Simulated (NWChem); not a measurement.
# CH5FOSi2; SMILES O=C([SiH3])[SiH2]F

```xyz
10

O     -1.8039    -0.8854    -0.0027
C     -0.6576    -0.4830    -0.0001
Si     0.8610    -1.7043     0.0007
Si    -0.4248     1.4365     0.0021
F      1.1771     1.7406    -0.0032
H      1.6901    -1.4185     1.2100
H      0.3698    -3.1108     0.0109
H      1.6778    -1.4322    -1.2202
H     -1.0347     2.0156    -1.2249
H     -1.0254     2.0113     1.2357
```
Atoms are numbered in this order, from 1.

All runs: NWChem. Medium grid unless said otherwise, to which SCAN and Minnesota functionals are sensitive. The geometry was optimised at PBE0/def2-SVP. Total energies of different functionals are on different scales.

| level | energy (Ha) | highest occupied level (eV) | orbital gap (eV) | dipole (D) |
|---|---|---|---|---|
| PBE/def2-TZVP | -794.7687 | -5.44 | 2.09 | 0.57 |
| B3LYP/def2-TZVP | -795.3469 | [?] | [?] | 0.69 |
| CAM-B3LYP/def2-TZVP | -795.2439 | -8.13 | 7.14 | 0.76 |
| r2SCAN/def2-TZVP | -795.1417 | -5.65 | 2.45 | 0.65 |
| Hartree-Fock/def2-TZVP | -793.0889 | -10.10 | 11.94 | 0.96 |
| PW6B95/def2-TZVP | -796.0546 | -6.90 | 4.75 | 0.66 |

Problem. What belongs in the gaps?

Solution. 
- B3LYP/def2-TZVP, highest occupied level (eV): -6.57
- B3LYP/def2-TZVP, orbital gap (eV): 4.10
